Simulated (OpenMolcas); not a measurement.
# Fe4+: effect of the metal basis

Fe4+ with its 6 nearest fluoride ions at 1.863 Å, on the Ge site of Cs2GeF6 (a = 9.021 Å, distance in the model lattice 1.804 Å). The rest of the host is ab initio model potentials to 7.6 Å and point charges beyond; the distance is set by hand and nothing relaxes.

| Quantity | Value |
| --- | --- |
| Program | OpenMolcas 26.06 |
| Method | CASSCF |
| Spin-orbit coupling | state interaction with AMFI integrals over the reference wave functions |

Fixed: ligand basis ANO-RCC-VDZP, active space 4 electrons in 5 orbitals (3d), DKH2 Hamiltonian.

States (labels of O, the rotations of Oh). Energies in cm-1 above the lowest state or level, χT in cm3 K/mol.

```tsv
Run	Metal basis	Ground state	First state of that spin	First gap with spin-orbit (degeneracies)	χT at 300 K	First state of another spin	Cost
A	ANO-RCC-VDZP	5E	5T2 21787	16.7 (1, 3)	2.960	3T1 9413	roughly 40 core-seconds
B	ANO-RCC-VTZP	5E	5T2 20763	15.9 (1, 3)	2.959	3T1 10055	roughly 80 core-seconds
```

Against A, the first state of the same spin changes by -4.7 % in B.

Costs are those of the RASSCF and RASSI steps.

An orbital doublet at a regular site is open to a Jahn-Teller distortion, which this geometry leaves out. Without dynamic correlation the repulsion within the d shell is too large (B by tens of per cent), so at a given field states of lower spin stand too high. This shell can be high or low spin here, a state of another spin lies low, and with metal d orbitals alone active their balance is uncertain, so the ground spin may be wrong. Ligand-to-metal charge-transfer states are missing. With no ligand orbital active B as a rule stays too high, so bands that hang on it stand too high and its fall with covalency is understated. With metal d orbitals alone and no dynamic correlation 10Dq can be off by a tenth to a fifth, either way, in oxide and fluoride hosts. The least metal-like active orbital is 75 % on the metal (Löwdin) and no ligand orbital is active, so the numbers are rough (holds for A). The least metal-like active orbital is 77 % on the metal (Löwdin) and no ligand orbital is active, so the numbers are rough (holds for B). No measured value stands beside these numbers; the geometry was set by hand and not optimised.
